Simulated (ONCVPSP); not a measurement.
**Transferability test, ONCV potential for In**

ONCVPSP 4.0.1 input, shortened (lines: element, Z, core and valence counts, functional; n l f; lmax; l rc ep ncon nbas qcut; lloc lpopt rc5 dvloc0; l nproj debl; icmod fcfact rcfact), PBEsol, scalar-relativistic:

```
  In 49.00    6    5  -116133      upf
    1    0    2.00
    2    0    2.00
    2    1    6.00
    3    0    2.00
    3    1    6.00
    3    2   10.00
    4    0    2.00
    4    1    6.00
    4    2   10.00
    5    0    2.00
    5    1    0.50
    2
    0    1.55    0.00    3    7    9.60
    1    1.65    0.00    4    9    9.10
    2    1.70    0.00    3    7   10.30
    4    5    1.35    3.00
    0    3    1.00
    1    2    0.40
    2    2    1.80
    3    3.25    1.80
```

Energies are relative to the spin-unpolarised reference configuration 4s2 4p6 4d10 5s2 5p0.5; without spin polarisation the order of configurations can differ from experiment.

(1) Give the all-electron excitation energy and the error of the potential for: 4s2 4p6 4d10 5s2 5p1; 4s2 4p6 4d10 5s2 5p0; 4s2 4p6 4d10 5s1 5p0; 4s2 4p6 4d9 5s2 5p1.

## Answers

(1)

```csv
valence configuration,charge,ΔE all-electron (eV),error AE − PS (meV)
4s2 4p6 4d10 5s2 5p1,0,-1.941,+0.4
4s2 4p6 4d10 5s2 5p0,+1,3.420,-0.8
4s2 4p6 4d10 5s1 5p0,+2,22.699,-5.4
4s2 4p6 4d9 5s2 5p1,+1,23.150,+4.8
```
